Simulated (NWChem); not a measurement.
Program: NWChem. System: CH₃BO, charge 0, spin multiplicity 1, at a geometry optimised with PBE0/def2-SVP. The structure started from a generated list of species. Level: EOM-CCSD/def2-SVPD, 3 core orbitals frozen.

Input file:

```
start mol
memory heap 100 mb stack 700 mb global 1900 mb
geometry units angstroms nocenter noautoz
  B      1.281337     0.379967     0.000000
  H      1.744056    -0.098594     1.022606
  H      1.744056    -0.098594    -1.022606
  H      1.240324     1.599470     0.000000
  O     -1.260459    -0.373764     0.000000
  C     -0.175240    -0.052002     0.000000
  symmetry group Cs
end
basis spherical
  * library def2-svpd
end
scf
  rhf
  nopen 0
  maxiter 100
  thresh 1e-7
  semidirect memsize 60000000 filesize 0
end
tce
  freeze core 3
  ccsd
  nroots 2
  2eorb
  2emet 13
  thresh 1e-5
  maxiter 200
  tilesize 24
end
task tce energy
```

NWChem printed:

```
             Northwest Computational Chemistry Package (NWChem) 7.3.0
             --------------------------------------------------------

                                NWChem Input Module
                                -------------------

 Scaling coordinates for geometry "geometry" by  1.889725989
 (inverse scale =  0.529177249)

 Turning off AUTOSYM since
 SYMMETRY directive was detected!

                             Geometry "geometry" -> ""
                             -------------------------

 Output coordinates in angstroms (scale by  1.889725989 to convert to a.u.)

  No.       Tag          Charge          X              Y              Z
 ---- ---------------- ---------- -------------- -------------- --------------
    1 B                    5.0000     1.28133700     0.37996700     0.00000000
    2 H                    1.0000     1.74405600    -0.09859400     1.02260600
    3 H                    1.0000     1.74405600    -0.09859400    -1.02260600
    4 H                    1.0000     1.24032400     1.59947000     0.00000000
    5 O                    8.0000    -1.26045900    -0.37376400     0.00000000
    6 C                    6.0000    -0.17524000    -0.05200200     0.00000000

 Effective nuclear repulsion energy (a.u.)      56.5207572535

            Nuclear Dipole moment (a.u.)
            ----------------------------
        X                 Y               Z
 ---------------- ---------------- ----------------
     0.0000170075    -0.0000132281     0.0000000000

      Symmetry information
      --------------------

 Group name             Cs
 Group number              2
 Group order               2
 No. of unique centers     5

      Symmetry unique atoms

     1    2    4    5    6


 Summary of "ao basis" -> "" (spherical)
 ------------------------------------------------------------------------------
       Tag                 Description            Shells   Functions and Types
 ---------------- ------------------------------  ------  ---------------------
 *                         def2-svpd                  on all atoms

 Summary of "ao basis" -> "ao basis" (spherical)
[...]
      Residuum       Omega / hartree  Omega / eV    Cpu    Wall
 --------------------------------------------------------------

 Iteration   1 using    3 trial vectors
   0.6617142312939   0.4057788512403   11.04181
   0.6645312103056   0.4139570001266   11.26435     2.6     2.6

 Iteration   2 using    5 trial vectors
   0.1604235948841   0.2789371073285    7.59027
   0.1671258347069   0.2848690637385    7.75168     1.5     1.5

 Iteration   3 using    7 trial vectors
   0.0585463589144   0.2696983997244    7.33887
   0.0679908845267   0.2739854102400    7.45553     1.8     1.8

 Iteration   4 using    9 trial vectors
   0.0312359926669   0.2677743769754    7.28651
   0.0394874972318   0.2712735541542    7.38173     2.0     2.0

 Iteration   5 using   11 trial vectors
   0.0171714094154   0.2668564183217    7.26154
   0.0204229926095   0.2699861259063    7.34670     1.7     1.7

 Iteration   6 using   13 trial vectors
   0.0106218005197   0.2663995108923    7.24910
   0.0114737612871   0.2694286527215    7.33153     1.9     1.9

 Iteration   7 using   15 trial vectors
   0.0057797231884   0.2662928414860    7.24620
   0.0066317572899   0.2693231775575    7.32866     1.8     1.8

 Iteration   8 using   17 trial vectors
   0.0027598770965   0.2662845842794    7.24598
   0.0039744103697   0.2692942252184    7.32787     1.5     1.5

 Iteration   9 using   19 trial vectors
   0.0010889952716   0.2662782675505    7.24580
   0.0019937730344   0.2692877125895    7.32769     1.8     1.8

 Iteration  10 using   21 trial vectors
   0.0005578463339   0.2662779822852    7.24580
   0.0012417452772   0.2692845037893    7.32761     1.9     1.9

 Iteration  11 using   23 trial vectors
   0.0002781750978   0.2662756253248    7.24573
   0.0008020575391   0.2692831025984    7.32757     1.7     1.7

 Iteration  12 using   25 trial vectors
   0.0001233428434   0.2662756098768    7.24573
   0.0005836896036   0.2692820638718    7.32754     1.7     1.7

 Iteration  13 using   27 trial vectors
   0.0000569056956   0.2662755171115    7.24573
   0.0004587948651   0.2692823305800    7.32755     1.7     1.7

 Iteration  14 using   29 trial vectors
   0.0000278291054   0.2662753560187    7.24572
   0.0002581583620   0.2692827948329    7.32756     1.8     1.8

 Iteration  15 using   31 trial vectors
   0.0000124474834   0.2662754213701    7.24573
   0.0001206319820   0.2692826384108    7.32756     1.8     1.8

 Iteration  16 using   33 trial vectors
   0.0000047433495   0.2662754129872    7.24573
   0.0000509531755   0.2692829151911    7.32756     1.9     1.9

 Iteration  17 using   34 trial vectors
   0.0000047428300   0.2662754129760    7.24573
   0.0000263286542   0.2692829163890    7.32756     1.0     1.0

 Iteration  18 using   35 trial vectors
   0.0000047427763   0.2662754129782    7.24573
   0.0000142091032   0.2692828913308    7.32756     1.1     1.1

 Iteration  19 using   36 trial vectors
   0.0000047427762   0.2662754129795    7.24573
   0.0000065251684   0.2692828884186    7.32756     1.0     1.0
 --------------------------------------------------------------
 Iterations converged
 ------------------

 Excited state root  1
 Excitation energy / hartree =        0.266275412979466
                   / eV      =        7.245725734275321
 largest EOMCCSD amplitudes: R1 and R2

 Singles contributions
    14a'  (alpha) ---    11a"  (alpha)        0.6356984889
    13a"  (alpha) ---    10a'  (alpha)       -0.6369053687

 Doubles contributions
 ------------------

 Excited state root  2
 Excitation energy / hartree =        0.269282888418554
                   / eV      =        7.327563339709378
 largest EOMCCSD amplitudes: R1 and R2

 Singles contributions
    14a'  (alpha) ---    11a"  (alpha)        0.6289427290
    13a"  (alpha) ---    10a'  (alpha)        0.6277314670

 Doubles contributions

 Task  times  cpu:       86.2s     wall:       86.2s

 Total times  cpu:       86.3s     wall:       86.3s
```
